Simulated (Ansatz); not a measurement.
HBr$_{2}$ClGe (SMILES [Cl][GeH]([Br])[Br]), singlet, geometry from GFN2-xTB; B3LYP/cc-pVDZ (Ansatz, a first-principles code).

The Ansatz input:
Ansatz 0.2 input:
```yaml
crystal:
  periodic: [false, false, false]
  atoms:
    - {symbol: Ge, position_ang: [-0.08451670, 0.40060089, 0.49076242]}
    - {symbol: Cl, position_ang: [-0.63502614, 2.23592503, -0.38330749]}
    - {symbol: Br, position_ang: [-1.60923857, -1.22852975, -0.06577853]}
    - {symbol: Br, position_ang: [1.99559531, -0.23703907, -0.25430841]}
    - {symbol: H, position_ang: [-0.02250705, 0.46495436, 2.01487282]}
basis:
  gaussian:
    orbitals: cc-pVDZ
hamiltonian:
  xc: b3lyp
```

Output, abridged:

```
Functional definition: B3LYP
1195 factors; integrals over basis functions are off by at most 1.1e-3 eV
mean field evaluation 1: about -209153.2782 eV, gradient 1.7e1 eV
mean field evaluation 2: about -209152.7856 eV, gradient 2.2e1 eV
mean field evaluation 4: about -209154.0377 eV, gradient 4.6e-1 eV
mean field evaluation 8: about -209154.0554 eV, gradient 3.8e-2 eV
mean field evaluation 16: about -209154.0554 eV, gradient 5.6e-5 eV
mean field -209154.05544419 eV, -7686.2697678632 hartree, gradient 5.6e-5 eV, S^2 0.000000; 0 other end points of the search recorded, 0 dependent functions left out
reference -209154.05568192 eV, -7686.2697765997 hartree; 60, 60 occupied and 44, 44 virtual orbitals, 1195 factors
Total energy: -209154.05568192 eV, -7686.2697765997 hartree
```
